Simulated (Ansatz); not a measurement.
```xyz
8

O     0.9420    0.2866    1.1268
Nb   -0.0534   -0.3455   -0.3271
O    -1.2905    1.0526   -0.3186
F     1.4365   -0.1309   -1.4196
F    -0.8643   -1.1749   -1.7958
F    -0.5152   -1.8581    0.6496
H     1.6269    0.3822    1.7849
H    -1.2819    1.7880    0.2998
```

Total charge 0; spin multiplicity 1. Nb: def2 effective core potential.

(1) List the CAM-B3LYP/def2-TZVPP orbital energies in eV (the Gaussian-basis code of Ansatz). (Estimate.)

Answers

(1) Ansatz gave: Occupied: -673.58, -673.55, -673.02, -523.78, -523.44, -70.10, -44.65, -44.59, -44.51, -33.91, -33.31, -33.20, -29.90, -29.56, -17.49, -16.81, -15.28, -15.19, -15.09, -14.64, -14.05, -13.68, -13.63, -13.11, -12.85, -12.67, -12.25, -11.79, -11.75. Lowest empty: -1.23, -0.99, 0.00, 0.07, 0.33, 1.12, 1.33, 1.59.
